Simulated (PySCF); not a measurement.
## Os²⁺: ionisation energy

Os²⁺ [Xe] 4f14 5d6 (5D) → Os³⁺ [Xe] 4f14 5d5 (6S), as a difference of total energies. Computed with PySCF 2.14 in x2c-TZVPPall (11s7p7d3f1g, 97 functions), with scalar relativity by spin-free X2C-1e. Correlated levels: valence: [Xe] 4f14 frozen. The calculations carry no spin-orbit coupling.

```json
{"method": "UHF", "ionisation energy (eV)": "24.943"}
{"method": "MP2 (valence)", "ionisation energy (eV)": "26.110"}
{"method": "SCS-MP2 (valence)", "ionisation energy (eV)": "26.306"}
{"method": "CCSD (valence)", "ionisation energy (eV)": "26.177"}
{"method": "CCSD(T) (valence)", "ionisation energy (eV)": "26.234"}
```

**Question.** How much does correlation contribute at CCSD(T) (valence)?

**Answer.** 26.234 − (24.943) = 1.291 eV, measured against UHF.

A first-order spin-orbit estimate (lowest level to lowest level, LS coupling) adds 0.460 eV.

Errors of the correlated levels include the incompleteness of this basis and the frozen core.

For comparison: 25 ± 1.6 eV (theoretical estimate listed by NIST; NIST Atomic Spectra Database, ionization energies).
